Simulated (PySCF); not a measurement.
# How methods differ on the ionisation energy of I⁺

I⁺ [Kr] 4d10 5s2 5p4 (3P) → I²⁺ [Kr] 4d10 5s2 5p3 (4S), as a difference of total energies. Calculation: PySCF 2.14, in aug-cc-pwCVDZ-PP with ECP28MDF (6s5p4d1f, 48 functions); scalar relativity through the core potential. Correlated levels: valence: 4s2 4p6 4d10 frozen. The calculations carry no spin-orbit coupling.

Problem. Order these methods by the ionisation energy they give, lowest first.
A. UHF
B. MP2 (valence)
C. SCS-MP2 (valence)
D. CCSD(T) (valence)

Solution. A (17.607 eV), B (18.009 eV), C (18.030 eV), D (18.058 eV).

Errors of the correlated levels include the incompleteness of this basis and the frozen core.

For comparison: 18.750 eV (measured; NIST levels, between the centres of gravity of the two terms).
